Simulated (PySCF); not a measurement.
TeCl4, SMILES [Te](Cl)(Cl)(Cl)Cl.

Coordinates come from a PBE0-D3(BJ)/def2-SVP optimisation. The isomer is the one that the SMILES or the coordinates give; other isomers of the formula were not compared. The def2 effective core potentials stand for the cores of Te; spin–orbit coupling is left out.

The numbers are results of B3LYP/def2-TZVP run with PySCF, not measurements.

Symmetry labels are those of the subgroup C2v that the program uses (full group C2v).

### Question
List the valence orbital energies around the gap with their symmetry. (The exact figures need the calculation; the answer reports its results.)

### Answer

| orbital | symmetry | energy (eV) |
|---|---|---|
| HOMO−7 | A1 | -10.23 |
| HOMO−6 | B2 | -9.98 |
| HOMO−5 | B1 | -9.87 |
| HOMO−4 | A1 | -9.09 |
| HOMO−3 | B1 | -8.95 |
| HOMO−2 | B2 | -8.77 |
| HOMO−1 | A2 | -8.69 |
| HOMO | A1 | -8.27 |
| LUMO | B1 | -3.86 |
| LUMO+1 | A1 | -3.83 |
| LUMO+2 | B2 | -2.03 |
| LUMO+3 | A1 | 2.52 |
